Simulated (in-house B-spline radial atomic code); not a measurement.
Configurations of the titanium ion Ti⁸⁺, with energies counted from [Ne] 3s2 3p2. Computed with a radial B-spline atomic code at the basis-set limit: Dirac-Hartree-Fock, average of configuration, Fermi nucleus of rms radius 3.5921 fm. Energies include first-order Breit, QED and recoil terms.

| configuration | E - E(ref) (eV) | highest orbital | its <r> (bohr) |
| --- | --- | --- | --- |
| [Ne] 3s1 3p3 | 26.924 | 3p3/2 | 0.9224 |
| [Ne] 3s2 3p1 5f1 | 144.62 | 5f7/2 | 3.391 |
| [Ne] 3s2 3p1 7s1 | 162.18 | 7s1/2 | 6.689 |
| [Ne] 3s1 3p2 5d1 | 166.43 | 5d5/2 | 3.461 |
| [Ne] 3s2 3p1 7g1 | 167.15 | 7g9/2 | 7.031 |
| [Ne] 3s1 3p2 6d1 | 181.8 | 6d5/2 | 5.22 |

Question: Order these further configurations by energy, lowest first.
A. [Ne] 3s2 3p1 3d1
B. [Ne] 3s1 3p2 4f1
C. [Ne] 3s2 3p1 4s1
D. [Ne] 3s2 3p1 5d1
E. [Ne] 3s2 3p1 6d1

Answer: A (40.262 eV), C (88.853 eV), D (141.23 eV), B (144.33 eV), E (156.6 eV).

Question: How far above the reference does [Ne] 3s2 3p1 5s1 lie?

Answer: 130.65 eV; its least bound orbital is 5s1/2 with <r> = 3.132 bohr.
